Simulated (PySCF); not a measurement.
PySCF was given this input:
```python
from pyscf import gto, scf, dft

mol = gto.Mole()
mol.atom = '''
    Ge    0.016829    0.006877    1.033116
    Br    1.000092   -1.519612   -0.478604
    Br   -1.015479    1.513325   -0.465959
'''
mol.basis = '6-31g*'
mol.charge = 0
mol.spin = 0
mol.verbose = 4
mol.build()

mf = dft.RKS(mol)
mf.xc = 'b3lyp5'
mf = mf.density_fit(auxbasis='def2-universal-jkfit')
mf.kernel()
```

Q: Give the HOMO-LUMO gap at the level DF-B3LYP5/6-31G* in PySCF.

A: 4.14 eV

Q: Predict the nuclear repulsion energy from DF-B3LYP5/6-31G*.

A: 679.7088 Eh

Q: Give the dipole moment at the level DF-B3LYP5/6-31G*.

A: 2.05 D

Q: What is the computed total energy (DF-B3LYP5/6-31G*)?

A: -7224.200345 Ha

Q: Predict the Mulliken (on the basis functions themselves) charges in atom order from DF-B3LYP5/6-31G*.

A: Ge1 0.36, Br2 -0.18, Br3 -0.18
